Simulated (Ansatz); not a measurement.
Born–Oppenheimer molecular dynamics of a periodic cell of 13 atoms, Re (host Re, host structure hcp, interstitial Re). It goes on from the last frame of an earlier run, with new velocities.

Level of theory: DFT LDA, scalar-relativistic, plane waves, PAW in Ansatz 0.2.0. Settings: accuracy low, cutoff 420 eV, k mesh 3x2x3, fermi-dirac smearing 0.1 eV, no spin polarisation.

- ensemble: NVT, Langevin thermostat
- time step: 4.5 fs
- steps asked: 300
- set temperature: 1680 K
- friction: 0.005 /fs
- seed: 576787

First frame:

```xyz
13
Lattice="5.5200 0.0000 0.0000 -4.1400 7.1707 0.0000 0.0000 0.0000 4.4574" Properties=species:S:1:pos:R:3
Re -0.150 0.321 -0.736
Re 0.377 1.467 1.461
Re -1.755 2.263 0.204
Re -1.744 3.700 2.568
Re -2.688 4.653 0.432
Re -2.564 6.389 2.321
Re 2.378 0.218 0.192
Re 3.266 1.150 2.435
Re 1.468 2.317 -0.823
Re 1.415 4.537 2.712
Re 0.061 3.920 0.608
Re 0.435 6.412 1.313
Re -0.520 5.648 3.478
```

What does the run give?

All steps were run.

| Property | Result |
| --- | --- |
| steps done | 300 |
| time covered | 1350 fs |
| mean temperature over the second half | 1804 K |
| spread of the potential energy over the second half | 37.6 meV per atom |
| mean potential energy of the second half above the start | 69.8 meV per atom |

A run of 1.4 ps of so small a system gives no equilibrium averages. Limits of this set-up: coarse k mesh, a small cell, in which the defect meets its images, a typed lattice constant that wasn't relaxed here, low accuracy level.

What happens to the structure?

Mean squared displacements from the first frame to the last, about the centre of mass: Re 0.15 Å². This is one draw of velocities; another would differ in detail.

How do temperature and energy run in time?


```
time (fs)  T (K)  potential energy less start (eV)
        0   1551                             0.000
       45   1105                             0.765
       90   1160                             0.879
      135   1210                             0.698
      180   1548                             0.872
      225   2134                            -0.402
      270   1484                             0.432
      315   1567                             0.396
      360   1492                             0.327
      405   1341                             0.483
      450   1667                             0.201
      495   1372                             1.018
      540   1794                             0.165
      585   1576                             0.500
      630   1027                             1.132
      675   2051                             0.407
      720   1694                             1.667
      765   1560                             1.640
      810   2243                             0.080
      855   1967                            -0.039
      900   1659                             0.494
      945   1764                             1.588
      990   1664                             1.058
     1035   1794                             0.258
     1080   1576                             0.317
     1125   1500                             1.491
     1170   1428                             2.061
     1215   2355                             0.319
     1260   1761                             0.982
     1305   1182                             1.027
     1350   1681                             0.672
```

Time of the run: 23 min on 2 threads of Intel(R) Xeon(R) Platinum 8488C (Sapphire Rapids), with other jobs on the host, peak memory 0.69 GiB.
